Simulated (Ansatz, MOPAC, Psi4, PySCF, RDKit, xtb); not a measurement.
Pair of molecules: dimethyl selenide (SMILES C[Se]C) (first 9 atoms) with NH3 (SMILES N); geometry from B3LYP-D3(BJ)/def2-TZVP, rigid monomers moved along the line of their centres of mass till H8···N10 is 2.95 Å.
(charge 0, multiplicity 1):
```xyz
13

C     -0.799     0.063    -1.832
Se    -0.605     0.357     0.097
C      1.318     0.730     0.103
H     -0.178    -0.773    -2.148
H     -1.845    -0.170    -2.018
H     -0.525     0.964    -2.377
H      1.860    -0.113    -0.322
H      1.587     0.856     1.149
H      1.525     1.638    -0.460
N      0.483     0.130     3.791
H      0.878    -0.241     4.647
H     -0.263     0.766     4.050
H      0.054    -0.642     3.291
```

```
level                            interaction energy (kJ/mol)  cost
-------------------------------  ---------------------------  ----
UFF                                                     -3.1     -
GFN-FF                                                  -7.6     -
AM1                                                     -2.2     -
PM3                                                     -4.8     -
PM6                                                     -3.3     -
PM7                                                     -5.3     -
GFN1-xTB                                                -4.5     -
GFN2-xTB                                                -9.1     -
HF/STO-3G (no counterpoise)                             -4.5     -
HF/3-21G (no counterpoise)                             -14.0     -
HF/6-31G*                                               -6.1     -
HF/6-31G* (no counterpoise)                             -8.8     -
HF/aug-cc-pVDZ                                          -5.1     -
PBE/def2-TZVPPD                                         -7.9    ×1
PBE-D3(BJ)/def2-TZVPPD                                 -11.2    ×1
PBE-D4/def2-TZVPPD                                     -11.4    ×1
BP86/6-31G* (no counterpoise)                           -9.5     -
r2SCAN/def2-TZVPPD                                      -8.7    ×2
r2SCAN-D3(BJ)/def2-TZVPPD                              -10.2    ×2
r2SCAN-D4/def2-TZVPPD                                  -10.0    ×2
B3LYP/3-21G (no counterpoise)                          -17.5     -
B3LYP/6-31G*                                            -6.7     -
B3LYP/6-31G* (no counterpoise)                         -11.0     -
B3LYP/def2-TZVPPD                                       -5.2    ×2
B3LYP-D3(BJ)/def2-TZVPPD                               -10.4    ×2
B3LYP-D4/def2-TZVPPD                                   -10.4    ×2
PBE0/def2-TZVPPD                                        -7.6    ×2
PBE0-D3(BJ)/def2-TZVPPD                                -10.9    ×2
PBE0-D4/def2-TZVPPD                                    -10.9    ×2
M06-2X/6-31G* (no counterpoise)                        -14.1     -
wB97X-V/def2-TZVPPD                                    -10.3    ×3
wB97M-V/def2-TZVPPD                                     -9.9    ×4
MP2/6-31G*                                              -8.5     -
MP2/6-31G* (no counterpoise)                           -13.5     -
MP2/aug-cc-pVDZ                                         -9.7     -
SCS-MP2/aug-cc-pVDZ                                     -8.4     -
CCSD/aug-cc-pVDZ                                        -8.8     -
CCSD(T)/aug-cc-pVDZ                                     -9.5   ×20
SAPT0/aug-cc-pVDZ                                      -10.9     -
```

The rows run from -17.5 (B3LYP/3-21G (no counterpoise)) to -2.2 kJ/mol (AM1). In aug-cc-pVDZ the value moves HF -5.1, MP2 -9.7, CCSD -8.8, CCSD(T) -9.5, a shift of -4.5 from HF to CCSD(T). The dispersion term adds -3.3 in PBE-D3(BJ), -3.5 in PBE-D4, -1.6 in r2SCAN-D3(BJ). The 6 functionals in def2-TZVPPD without D3 or D4 span 5.0, from wB97X-V to B3LYP.

Counterpoise-corrected where a basis set is named; no monomer relaxation. Rows marked so take none. RDKit's UFF carries no charges.

Frozen-core correlation. Filled d and f shells under p-block atoms count as core. Rows in 3-21G, 6-31G*, STO-3G carry no dispersion term and start afresh at each structure (6-31G* with six Cartesian d functions); the Pople sets are all-electron and without relativity. MP2/6-31G* freezes PySCF's default core, which leaves 3d correlated. The state reached by AM1, PM3, PM6, PM7 isn't checked; PM7 holds dispersion and hydrogen-bond terms.

Codes used: Ansatz (a first-principles code); MOPAC for AM1, PM3, PM6, PM7 (differences of heats of formation); Psi4 for SAPT; PySCF for 3-21G rows, 6-31G* rows, STO-3G rows, the dispersion terms; RDKit for the force fields; xtb for the GFN methods. Each number belongs to the level named beside it.

Costs are rough ratios of core time to PBE/def2-TZVPPD (about 13 s over the structures, on one shared machine); a dash marks a level with no comparable run of its own.
